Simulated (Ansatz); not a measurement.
Coupled-cluster diagnostics for Li₄Br₃⁺, Ansatz.

Geometry of the singlet (r2SCAN-D4/def2-SVP):

```csv
atom,x (Å),y (Å),z (Å)
Li1,6.736,-1.659,0.408
Li2,-2.260,0.539,-0.020
Li3,2.229,-0.639,0.102
Li4,-6.694,1.777,-0.565
Br5,-0.027,-0.090,0.082
Br6,4.551,-1.113,0.251
Br7,-4.536,1.184,-0.259
```

Correlated methods freeze 27 core orbitals; core or outer-core shells of Li, Br are correlated, in sets that lack core-valence functions. Another isomer (singlet) lies 1.12 eV lower at PBE0-D4/def2-TZVP; other spin states weren't run for this one.

**Question.** Estimate the CCSD(T) correlation energy, the shares of MP2 and (T), T1 and the reference's ⟨S²⟩ for: charge 1, singlet, own geometry in def2-SVP; and the rough time on 4 threads of Arm Neoverse V1 on a shared host.

**Answer.** 
```tsv
state	basis	correlation (eV)	MP2 share (%)	(T) share (%)	T1	⟨S²⟩ (pure)	wall time
charge 1, singlet, own geometry	def2-SVP	-20.174	97.6	1.6	0.004	0.00 (0.00)	26 s
```
Customary marks for T1 are 0.02 (closed shells), 0.045 (open shells) and about 0.05 (3d metals). T1 stays under 0.02 throughout.
